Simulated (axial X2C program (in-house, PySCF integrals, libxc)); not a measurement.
## Bond lengths and stretching modes, held linear, of ClCoCl⁻

Calculated with an in-house all-electron X2C program for linear molecules (integrals from PySCF): two-component X2C with atomic mean-field Coulomb and Gaunt terms, Gaussian nuclei, basis Cl dyall-av3z, Co dyall-v3z with contracted cores. Spin-free rows use the one-electron spin-free X2C Hamiltonian.

Masses Cl 34.969, Co 58.933, Cl 34.969 u. States: 2c Ω = 1 (beyond evenly filled blocks: ω = -1/2, ω = 3/2); spin-free M_S = 1, Λ = 0 (beyond evenly filled blocks: π+α, π-α).

PBE0, spin-free: energies above the lowest point

```
r(Cl–Co) (Å)  r(Co–Cl) (Å)  E (meV)
      2.0953        2.0953    37.49
      2.0953        2.1490    17.87
      2.0953        2.2027    28.73
      2.1490        2.0953    17.87
      2.1490        2.1490     0.00
      2.1490        2.2027    12.42
      2.1490        2.2565    48.29
      2.2027        2.0953    28.73
      2.2027        2.1490    12.42
      2.2027        2.2027    26.24
      2.2565        2.1490    48.29
      2.2565        2.2565   101.60
```

Q: Fit a quadratic surface with cubic terms in each bond: where is the minimum, and what are the two stretching wavenumbers?

A: At PBE0, spin-free: bonds 2.152 and 2.152 Å; harmonic stretches 290.2 and 409.5 cm⁻¹; force constants 1.66, 1.66 and coupling 0.08 mdyn/Å.

The other levels and Hamiltonians give:

| Hamiltonian | level | r(Cl–Co) (Å) | r(Co–Cl) (Å) | lower stretch (cm⁻¹) | upper stretch (cm⁻¹) |
| --- | --- | --- | --- | --- | --- |
| 2c | PBE0 | 2.152 | 2.152 | 290.0 | 409.1 |
| 2c | HF | 2.269 | 2.269 | 231.2 | 332.4 |
| 2c | r2SCAN | 2.132 | 2.132 | 299.1 | 419.4 |
| spin-free | HF | 2.267 | 2.267 | 232.5 | 333.9 |
| spin-free | r2SCAN | 2.131 | 2.131 | 299.3 | 419.7 |

Each state is one determinant, the lowest of a limited PBE0 search; the stretches come from a fit to these few points and carry an uncertainty of a few per cent. Other orders of the atoms were not compared. Left out for rough or failed fits: MP2 2c, MP2 spin-free. The levels spread by more than a fifth, so the stretches depend strongly on the method. For an anion the highest level of a functional can be positive, and the basis then holds the extra electron. The molecule was held linear; bending was not examined, so a bent shape may lie lower. Open-shell Ω = 0 determinants with evenly filled partner blocks cannot be reached by this program, so the Ω shown need not be the lowest component. Note: several unpaired electrons, one determinant need not be a pure state.
